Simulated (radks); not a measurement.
The numbers below are computed, except where a source is named.
The palladium ion Pd4+, configuration [Kr] 4d6.

Code: a radial shooting solver on a logarithmic mesh with Libxc functionals. Model: Dirac Kohn-Sham, BLYP, spin-unpolarised, spherical densities, point nucleus; open shells fill j = l - 1/2 first.

Energy parts (hartree):
| part | energy |
|---|---|
| total | -5043.38438 |
| kinetic | 5268.61005 |
| electron-nucleus | -12134.68590 |
| Hartree | 1965.52745 |
| exchange-correlation | -142.83598 |

Orbitals (lengths in bohr, moments of r in powers of bohr; <r^-3> diverges for s and p1/2; r(max) is where P^2 peaks; r(90%) holds 90 % of the orbital's charge):
orbital  occ.  eigenvalue (hartree)     <r^2>  r(90%)   r(max)  <r^-3>  small-component weight
1s1/2       2             -889.9334  0.001371  0.0571  0.02065       -                2.83e-02
2s1/2       2             -131.7841   0.02250   0.214   0.1169       -                5.91e-03
2p1/2       2             -122.4072   0.01685   0.192  0.09049       -                5.92e-03
2p3/2       4             -116.5464   0.01818   0.198  0.09466    3253                5.69e-03
3s1/2       2             -25.53790    0.1646   0.559   0.3419       -                1.65e-03
3p1/2       2             -21.83862    0.1603   0.560   0.3284       -                1.59e-03
3p3/2       4             -20.81654    0.1696   0.575   0.3382   576.4                1.53e-03
3d3/2       4             -14.26552    0.1509   0.564   0.2805   87.85                1.42e-03
3d5/2       6             -14.06158    0.1537   0.569   0.2833   82.91                1.40e-03
4s1/2       2              -5.24563    0.9818    1.35   0.8470       -                4.22e-04
4p1/2       2              -4.08118     1.127    1.46   0.8853       -                3.71e-04
4p3/2       4              -3.90776     1.190    1.50   0.9091   98.00                3.54e-04
4d3/2       4              -2.10918     1.825    1.92    1.035   10.13                2.39e-04
4d5/2       2              -2.08619     1.857    1.93    1.044   9.504                2.35e-04
5s1/2       0              -1.54903     5.649    3.20    2.068       -                9.12e-05
5p1/2       0              -1.25860     7.104    3.59    2.318       -                7.50e-05
5p3/2       0              -1.23106     7.396    3.66    2.374   15.72                7.28e-05

The highest occupied level is 4d5/2 at -56.768 eV. The density falls to 0.001 e/bohr^3 at r = 2.95 bohr.
